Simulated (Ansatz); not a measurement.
This Ansatz (a first-principles code) input (CCSD(T)/aug-pcseg-2) gives -2076.00519 Eh with 82 basis functions.

Ansatz 0.2 input:
```yaml
crystal:
  periodic: [false, false, false]
  atoms:
    - {symbol: Ge, position_ang: [-0.00000000, -0.00000000, -0.04867710]}
    - {symbol: H, position_ang: [0.00000000, 0.00000000, 1.55766720]}
basis:
  gaussian:
    orbitals: aug-pcseg-2
magnetization: {spin_polarized: true, initial_magnetization: 1}
correlation: {method: ccsd_t, electrons: outside_noble_gas}
```

Change:
```diff
- orbitals: aug-pcseg-2
+ orbitals: cc-pVQZ
```

Q: What does the run give now?

A: -2076.03982 Eh (CCSD(T)/cc-pVQZ, 98 functions), a change of -34.63 mEh.
